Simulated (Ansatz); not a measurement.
Species: YBr$_{2}$, charge 0, multiplicity 2. The spin state was set by rule; other spins were not relaxed. SMILES: [Br][Y][Br]
Geometry: optimised at B3LYP-D3(BJ)/def2-TZVP (Ansatz, an electronic-structure program).

Wanted: vertical electron affinity (to the singlet state of charge -1; a negative value means that the extra electron is unbound and the number depends on the basis; each state is the SCF solution reached for its spin; for the singlet the Hartree-Fock reference is unstable and T1 is 0.017), in eV. Correlated levels leave the core frozen unless marked. UHF or UKS for open shells. No spin-orbit coupling. Frozen are the shells of the preceding noble gas and the d and f shells that filled before the atom's block. Past Kr the def2 sets carry scalar-relativistic core potentials. Anions need diffuse functions: def2-D sets add few. 

```
level                program  vertical electron affinity (eV)
-------------------  -------  -------------------------------
HF/def2-TZVPPD        Ansatz                             0.53
HF/def2-QZVPPD        Ansatz                             0.54
r2SCAN/def2-TZVPD     Ansatz                             1.23
PBE0/def2-TZVPD       Ansatz                             1.38
wB97X-V/def2-TZVPD    Ansatz                             1.41
MP2/def2-SVPD         Ansatz                             1.28
CCSD/def2-TZVPPD      Ansatz                             1.48
CCSD(T)/def2-SVPD     Ansatz                             1.54
CCSD(T)/def2-TZVPPD   Ansatz                             1.56
```
